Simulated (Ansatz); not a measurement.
The cluster H₆Au₃. Total charge 0; doublet. Geometry PBE0-D4/def2-SVP; atoms count from 1.

```xyz
9

Au   -1.757    0.486   -0.530
Au    1.031   -0.929    0.188
Au    0.297    1.887    0.478
H    -0.821    3.016    0.268
H     0.840   -2.446   -0.208
H    -2.936   -0.391   -1.116
H     1.551    0.672    0.730
H    -0.674   -0.835   -0.404
H     2.470   -1.459    0.595
```

In the def2 sets Au takes a core potential; there is no spin–orbit coupling. No other spin state of charge 0 was run. The structure comes from a short search, and lower isomers may exist.

Q: Estimate the Mulliken populations from the PBE0/def2-TZVP orbitals of Ansatz.

A: 
```csv
atom,charge (e),spin (α − β),d electrons
Au1,0.28,0.40,9.49
Au2,0.19,0.03,9.38
Au3,0.10,0.01,9.60
H4,-0.08,0.02,–
H5,-0.02,-0.01,–
H6,-0.05,0.16,–
H7,-0.24,0.00,–
H8,-0.19,0.17,–
H9,0.00,0.22,–
```
Mulliken values and Mayer orders depend strongly on the basis.

Q: Where does the spin sit?

A: Summed by element: Au 0.44, H 0.56, of 1 unpaired in all. Largest on single atoms: Au1 0.40, H9 0.22, H8 0.17.

Q: And the Mayer bond orders between bonded heavy atoms (over 0.3)?

A: Au1–Au3 0.40 (2.68 Å).
